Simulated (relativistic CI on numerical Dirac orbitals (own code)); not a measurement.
**Co2+ in a cubic cluster: 3p photoemission with charge transfer**

Computed with a charge-transfer multiplet model of a cubic metal-ligand cluster with up to 3 ligand holes, Slater and spin-orbit integrals from Dirac-Coulomb-Breit ions, Slater integrals scaled by 0.9. The ground state mixes d7 with configurations of k ligand holes L, whose averages lie at kΔ + k(k − 1)U_dd/2; a core hole lowers each added d electron by U_cd. 20 K, Lorentzian 0.9 eV and Gaussian 0.8 eV FWHM.

Atomic integrals in eV (Slater integrals scaled, ζ unscaled), ground: F2dd 10.387, F4dd 6.447, zeta_d 0.063; with the core hole: F2dd 11.400, F4dd 7.123, zeta_d 0.070, zeta_core 1.221, F2cd 12.278, G1cd 15.185, G3cd 9.250.

Cluster parameters (eV): Δ = 2.8, U_dd = 6, 10Dq = 0.95, 10Dq(ligand) = 0.2, V(eg) = 1.8, V(t2g) = -0.96, final-state hopping factor = 0.8.

Weights, n_d and S are thermal averages at 20 K. Binding energies count from the first peak over 30 % of the highest in each spectrum, which can be another peak from case to case. The parameters are a model scan and need not match a compound or its usual spin state. Peaks in eV (height, largest 100): 0.0 (100), 3.7 (71), 4.9 (73), 9.9 (32), 13.0 (26), 18.2 (29), 21.4 (21), 22.2 (21), 24.7 (22).

Q: Which parameters give this spectrum?
A. U_cd = 6.8 eV
B. U_cd = 5.6 eV
C. U_cd = 7.4 eV
D. U_cd = 6.2 eV
E. U_cd = 5 eV

A: D. U_cd = 6.2 eV; the ground state then has 7.20 d electrons and S = 1.50. The choice follows from running the model for each set and comparing peak positions and heights.
